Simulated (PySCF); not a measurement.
Ligand exchange on a metal centre used in film growth or etching (Hf Cl-OH). All species are isolated molecules in the gas phase. One relaxed conformer stands for each flexible species; it need not be the lowest.

Method: TPSSh-D3(BJ)/def2-TZVP // BP86-D3(BJ)/def2-SVP (PySCF). All candidates: neutral, multiplicity 1. 

- LUMO = -1.95 eV
- HOMO = -8.58 eV
- HOMO–LUMO gap = 6.62 eV

Problem. Identify which member has these values.
(A) [Hf(Cl)3(OH)]
(B) [Hf(Cl)4]
(C) [Hf(Cl)(OH)3]
(D) [Hf(OH)4]

Solution. A, [Hf(Cl)3(OH)]. The others give [Hf(Cl)(OH)3]: -0.37 eV, -7.78 eV, 7.41 eV; [Hf(OH)4]: -0.13 eV, -7.46 eV, 7.32 eV; [Hf(Cl)4]: -2.68 eV, -8.99 eV, 6.31 eV
